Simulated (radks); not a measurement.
Results of a calculation; reference values are marked as such.
Dynamic dipole polarisability and lines of the technetium ion Tc15+, [Ar] 3d10. Level of theory: scalar-relativistic Kohn-Sham, LDA (Slater exchange, Perdew-Wang correlation), spin-unpolarised, spherical densities, finite nucleus; Fermi nuclear charge, rms radius of each element as measured or else 0.836 A^(1/3) + 0.57 fm (a radial shooting solver on a logarithmic mesh with Libxc functionals). Time-dependent linear response with the Hartree and adiabatic LDA kernel, continuum included through the Sternheimer equations, no spin-orbit coupling, so fine structure and intercombination lines are absent. Lines are the poles of the dipole polarisability below minus the highest occupied eigenvalue, found on a grid refined at the orbital gaps; the lowest seven at most are given, and weak or close lines can be missed. The first line takes the name of the lowest orbital gap if no other gap lies below it; otherwise a line is named after a gap within 0.6 % of it, if that gap stands alone.

photon energy (eV),alpha (bohr^3)
0,0.05017
9.519,0.05020
47.593,0.05085
85.667,0.05248
123.74,0.05530
161.82,0.06806
199.89,0.06832
237.97,0.09013
276.04,0.01306
314.11,0.08867
352.19,0.1891
390.26,-0.1206
428.34,0.02544
466.41,-0.02718
504.49,-0.03877
542.56,-0.09492

Lines (eV, oscillator strength): 265.31 (4.673 nm, 3d-4p), f = 0.494; 376.59 (3.292 nm, unassigned), f = 3.43; 394.32 (3.144 nm, 3p-4s), f = 0.253; 402.57 (3.080 nm, unassigned), f = 0.111; 451.87 (2.744 nm, unassigned), f = 1.36; 483.06 (2.567 nm, 3p-4d), f = 0.834. Higher lines, where found, are left out when the end of the mesh affects them. Those listed give 65 % of the static polarisability (sum of f/w^2). Orbital energy gaps for comparison: 3d-4p 262.99 eV; 3d-4f 369.03 eV; 3p-4s 393.02 eV; 3d-5p 401.68 eV; 3d-5f 447.79 eV.
